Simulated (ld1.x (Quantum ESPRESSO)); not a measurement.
**An all-electron radial function and its pseudo partner (vanadium (V))**

Columns: radius, all-electron u(r) and pseudo u(r) of the 3d shell (level -16.73 eV) of vanadium in the configuration [Ar] 3d3 4s0.5 4p0; revPBE, scalar-relativistic, TM semilocal scheme, ld1.x (Quantum ESPRESSO) 7.5.

```tsv
r (bohr)	all-electron	pseudo
0.145	0.0936	0.0192
0.290	0.3350	0.1353
0.435	0.5643	0.3663
0.580	0.7230	0.6358
0.725	0.8096	0.8376
0.870	0.8379	0.9188
1.015	0.8271	0.9001
1.160	0.7928	0.8335
1.305	0.7456	0.7598
1.450	0.6924	0.6947
1.595	0.6373	0.6373
1.740	0.5829	0.5829
1.885	0.5308	0.5308
2.030	0.4816	0.4816
2.175	0.4358	0.4358
2.320	0.3934	0.3934
2.465	0.3543	0.3543
2.610	0.3185	0.3185
2.755	0.2858	0.2858
2.900	0.2560	0.2560
3.045	0.2289	0.2289
3.190	0.2044	0.2044
3.335	0.1822	0.1822
3.480	0.1623	0.1623
3.625	0.1443	0.1443
3.770	0.1282	0.1282
```

Task: How many radial nodes do the two functions have?

Result: The all-electron 3d function has n − l − 1 = 0; the pseudo-wave has 0.

Task: At about which radius was the pseudo-wave matched?

Result: 1.70 bohr, where the columns begin to agree (steps of 0.14 bohr).

Task: Where does each function peak?

Result: Outermost all-electron maximum near 0.87 bohr, pseudo maximum near 0.87 bohr (to the table’s step).

Task: Is the pseudo-wave norm-conserving?

Result: Yes: the TM semilocal scheme keeps the norm inside the radius equal to the all-electron one, which fixes the energy derivative of the logarithmic derivative at the level.
